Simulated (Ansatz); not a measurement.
Geometry optimisation, RKS B3LYP-D4/6-31G in Ansatz 0.2.0.

Input:

```yaml
crystal:
  periodic: [false, false, false]
  atoms:
    - { symbol: "N", position_ang: [-1.1251, 0.9169, 0.3347] }
    - { symbol: C, position_ang: [-0.3394, -0.2331, 0.2006] }
    - { symbol: "N", position_ang: [-1.21393, -1.35174, 0.00128] }
    - { symbol: F, position_ang: [0.49093, -0.16026, -0.83669] }
    - { symbol: Al, position_ang: [0.81955, -0.52663, 1.84716] }
    - { symbol: H, position_ang: [-0.5584, 1.8206, 0.3959] }
    - { symbol: H, position_ang: [-1.7155, 1.0656, -0.5452] }
    - { symbol: H, position_ang: [-1.8084, -1.231, -0.80336] }
    - { symbol: H, position_ang: [-0.67986, -2.23245, -0.20053] }
    - { symbol: H, position_ang: [0.09218, -0.71855, 3.26091] }
    - { symbol: H, position_ang: [2.37471, -0.5746, 1.68939] }
basis:
  gaussian: { orbitals: "6-31G" }
hamiltonian:
  xc: b3lyp
  dispersion: d4
relax:
  f_tol: 0.015
  max_steps: 40
```

Run as:

```bash
$ ansatz run input.yaml --threads 1 --pin off --max-ram 2048MiB --backend cpu --events-out ev --progress --plain --runs-dir out
```

Problem. Where does it end, and by what steps?

Solution. It converged. Limits of this set-up: no polarisation functions. After 18 steps the energy has fallen by 1.384 eV; H8 moved furthest, 1.24 Å. Joined: N3–Al5.

| step | energy less start (eV) | largest force component (eV/Å) | accepted |
| --- | --- | --- | --- |
| 0 | 0.0000 | 4.982 | yes |
| 1 | -0.5871 | 2.379 | yes |
| 2 | -0.7038 | 1.458 | yes |
| 3 | -0.7980 | 0.816 | yes |
| 4 | -0.8566 | 0.319 | yes |
| 5 | -0.9076 | 0.412 | yes |
| 6 | -0.9724 | 0.451 | yes |
| 7 | -1.0525 | 0.457 | yes |
| 8 | -1.1557 | 0.613 | yes |
| 9 | -1.2553 | 0.833 | yes |
| 10 | -1.2784 | 1.276 | yes |
| 11 | -1.3558 | 0.494 | yes |
| 12 | -1.2825 | 1.594 | no |
| 13 | -1.3771 | 0.158 | yes |
| 14 | -1.3821 | 0.090 | yes |
| 15 | -1.3836 | 0.042 | yes |
| 16 | -1.3840 | 0.030 | yes |
| 17 | -1.3841 | 0.024 | yes |
| 18 | -1.3841 | 0.008 | yes |

```xyz
11
Properties=species:S:1:pos:R:3
N -1.189 1.032 0.041
C -0.154 0.111 0.111
N -0.676 -1.342 0.255
F 0.632 0.047 -1.130
Al 0.640 -0.731 1.735
H -1.060 1.918 0.503
H -1.760 1.062 -0.798
H -1.678 -1.404 0.417
H -0.353 -1.965 -0.483
H -0.111 -0.483 3.127
H 2.045 -1.470 1.565
```

Whether the end is a true minimum wasn't checked by a vibrational analysis.

Time of the run: 31 s on 1 thread of AMD EPYC 9B45 (Zen 5) (shared host), peak memory 0.18 GiB.
